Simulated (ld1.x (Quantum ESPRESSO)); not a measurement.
**What the settings do to the TM potential of Ti**

Base potential:

```json
{
  "Element": "titanium",
  "Generator": "ld1.x (Quantum ESPRESSO) 7.5",
  "Type": "norm-conserving Troullier–Martins (Kleinman–Bylander form)",
  "Functional": "PBE",
  "Relativity": "scalar-relativistic",
  "Frozen core": "[Ne]",
  "Valence charge": "12",
  "Reference configuration": "3s2 3p6 3d2 4s2 4p0",
  "Partial waves": "3s (bound): rc 0.95 bohr; 3p (bound): rc 1.10 bohr; 3d (bound): rc 2.50 bohr",
  "Local potential": "the d channel",
  "Core correction": "none"
}
```

Occupied shells without a wave of their own: 4s. They enter only through the test configuration that unscreens the potential.

Cutoffs, loose and tight: the cutoffs (Ry, on a coarse ladder) from which the occupation-weighted sum of valence levels, in a spherical-Bessel basis at the reference potential, stays within 10 and 1 mRy of its value at 400 Ry. They do not see the model core or the augmentation charge, which bear on the density cutoff. Test errors are all-electron minus pseudo excitation energies from the reference, over the configurations 3s2 3p6 3d2 4s1 4p0; 3s2 3p6 3d2 4s0 4p0; 3s2 3p6 3d1 4s0 4p0; 3s2 3p5 3d2 4s2 4p0; 3s2 3p6 3d2.5 4s1.5 4p0; 3s2 3p6 3d3 4s1 4p0; 3s2 3p6 3d2 4s0 4p2. A dash means not determined; rows that change the core or the reference have their own tests.

```csv
change,outcome,"cutoff, loose","cutoff, tight",bound ghosts,largest test error (meV)
base,generated,140 Ry,230 Ry,none,-423
wave 3p (bound): rc 1.10 bohr becomes 3p (bound): rc 0.94 bohr,generated,140 Ry,230 Ry,none,-424
wave 3p (bound): rc 1.10 bohr becomes 3p (bound): rc 1.08 bohr,generated,140 Ry,230 Ry,none,-423
wave 3p (bound): rc 1.10 bohr becomes 3p (bound): rc 1.20 bohr,generated,140 Ry,230 Ry,none,-422
wave 3p (bound): rc 1.10 bohr becomes 3p (bound): rc 1.34 bohr,generated,120 Ry,230 Ry,none,-420
wave 3p (bound): rc 1.10 bohr becomes 3p (bound): rc 1.40 bohr,generated,120 Ry,230 Ry,none,-419
wave 3p (bound): rc 1.10 bohr becomes 3p (bound): rc 1.54 bohr,generated,120 Ry,230 Ry,none,-418
wave 3p (bound): rc 1.10 bohr becomes 3p (bound): rc 1.64 bohr,generated,120 Ry,230 Ry,none,-418
```

(1) What comes out with this change to the base: wave 3p (bound): rc 1.10 bohr becomes 3p (bound): rc 0.72 bohr?

(2) What comes out with this change to the base: wave 3p (bound): rc 1.10 bohr becomes 3p (bound): rc 0.86 bohr?

## Answers

(1) outcome: generated; cutoff, loose: over 300 Ry; cutoff, tight: over 300 Ry; bound ghosts: none; largest test error (meV): -427.

(2) outcome: generated; cutoff, loose: 140 Ry; cutoff, tight: 260 Ry; bound ghosts: none; largest test error (meV): -424.

Reading the sweep of the p radius (base included, trends over the rows without a ghost): The loose cutoff stays near 140 Ry. The median size of the test errors (rows with all tests solved) stays near 166.9 meV.
